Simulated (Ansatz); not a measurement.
One geometry of the cluster GaB₇, several levels of theory.

```yaml
crystal:
  periodic: [false, false, false]
  atoms:
    - {symbol: Ga, position_ang: [-2.323544, 0.031157, -0.044630]}
    - {symbol: B, position_ang: [1.654901, 0.775971, 0.035363]}
    - {symbol: B, position_ang: [-0.971247, 1.533467, -0.005645]}
    - {symbol: B, position_ang: [0.466608, -1.829028, -0.004640]}
    - {symbol: B, position_ang: [1.633743, -0.819984, 0.022699]}
    - {symbol: B, position_ang: [-1.011555, -1.506932, -0.030044]}
    - {symbol: B, position_ang: [0.036185, -0.000526, 0.001905]}
    - {symbol: B, position_ang: [0.514910, 1.815885, 0.024982]}
basis:
  gaussian: {orbitals: def2-TZVP, initial_orbitals: start.molden}
hamiltonian: {xc: {name: B97M-V}}
scf: {omitted_lower_state_checks: [starts]}
output: {orbitals: {seedname: orbitals}}
```

The file start.molden holds the orbitals of an earlier run on this structure, at another level or in another basis.

```sh
$ ansatz run in.yaml --threads 4 --pin off --events-out ev --progress --plain --max-ram 4787MiB
```

Shortened log:

```
Functional definition: B97M-V
  name "B97M-V"
  cite "Mardirossian & Head-Gordon, J. Chem. Phys. 142, 074111 (2015) doi:10.1063/1.4907719"
  cite "Becke, J. Chem. Phys. 107, 8554 (1997) doi:10.1063/1.475007"
  cite "Vydrov & Van Voorhis, J. Chem. Phys. 133, 244103 (2010) doi:10.1063/1.3521275"
  # Of w^i u^j: cxij and so on, Table III.
  parameter cx00 = 1.000
  parameter cx01 = 1.308
  parameter cx02 = 1.901
  parameter cx10 = 0.416
  parameter cx11 = 3.070
  parameter css00 = 1.000
  parameter css02 = -1.855
  parameter css10 = -5.668
  parameter css32 = -20.497
  parameter css42 = -20.364
  parameter cos00 = 1.000
  parameter cos01 = 1.573
  parameter cos03 = -6.298
  parameter cos10 = 2.535
  parameter cos32 = -6.427
  parameter b = 6.0
  parameter c = 0.01
  gx(w, u) = cx00 + cx01*u + cx02*u^2 + (cx10 + cx11*u)*w
  gss(w, u) = css00 + css02*u^2 + css10*w + (css32*w^3 + css42*w^4)*u^2
  gos(w, u) = cos00 + cos01*u + cos03*u^3 + cos10*w + cos32*w^3*u^2
  exchange = spin_sum(e_x_unif_s*gx(b97_w, b97_u_x))
  correlation = spin_sum(e_c_pw_mod_same_spin*gss(b97_w, b97_u_same))
      + integral(e_c_pw_mod_opposite_spin*gos(b97_w_opposite, b97_u_opposite)) + vv10(b, c)
these checks for a lower state are left out or cut short: starts
1551 factors; their error is unknown
mean field evaluation 1: about -57099.2089 eV, gradient 1.4e1 eV
mean field evaluation 2: about -57099.3609 eV, gradient 1.7e-1 eV
mean field evaluation 4: about -57099.3302 eV, gradient 7.7e-4 eV
mean field -57099.33021670 eV, -2098.3616821477 hartree, gradient 2.0e-5 eV, S^2 0.000000; 0 other end points of the search recorded, 0 dependent functions left out
reference -57099.33027486 eV, -2098.3616842851 hartree; 33, 33 occupied and 232, 232 virtual orbitals, 1551 factors
Total energy: -57099.33027486 eV, -2098.3616842851 hartree
Checks for a lower state left out: starts
```

Run time 9.5 s (4 threads of Arm Neoverse V2 on a shared host).

As the first input, with `gaussian: {orbitals: def2-TZVPD, initial_orbitals: start.molden}`, `hamiltonian: {xc: pbe, dispersion: d4}` (abridged; 4.1 s):

```
Functional definition: PBE
mean field -57091.35291890 eV, -2098.0685218606 hartree, gradient 1.9e-5 eV, S^2 0.000000
Total energy: -57091.69450627 eV, -2098.0810749649 hartree
Checks for a lower state left out: starts
```

The first input with `correlation: {method: mp2}` and without the key `hamiltonian` (abridged; 5.5 s):

```
Functional definition: HF
mean field -57028.80543193 eV, -2095.7699441108 hartree, gradient 2.6e-6 eV, S^2 0.000000; unrestricted orbitals would lower it
16 core orbitals not correlated: weight in the atoms' cores, before any rotation towards them, 1.000 or more for the frozen orbitals, at most 0.000 for the correlated occupied ones
second order -24.64381290 eV of doubles, -0.00000000 eV of singles
Total energy: -57053.44924483 eV, -2096.6755875306 hartree
Checks for a lower state left out: starts
```

As the first input, with `hamiltonian: {xc: pbe0, dispersion: d4}` (abridged; 5.5 s):

```
Functional definition: PBE0
mean field -57092.80121792 eV, -2098.1217458681 hartree, gradient 1.0e-5 eV, S^2 0.000000
Total energy: -57093.09206860 eV, -2098.1324344334 hartree
Checks for a lower state left out: starts
```

Geometry: PBE0-D4/def2-SVP.

Correlated methods freeze 16 core orbitals; core or outer-core shells of Ga are correlated, in sets that lack core-valence functions. The restricted singlet is unstable towards broken spin symmetry at other levels; at B97M-V/def2-TZVP, PBE-D4/def2-TZVPD, PBE0-D4/def2-TZVP this wasn't settled. At MP2/def2-TZVP the restricted singlet (for correlated methods, its reference) is unstable: a solution with broken spin symmetry lies lower. The geometry of the singlet was relaxed on an unsound state (restricted singlet, unstable towards broken spin symmetry at other levels and untested here). The structure comes from a short search, and lower isomers may exist.
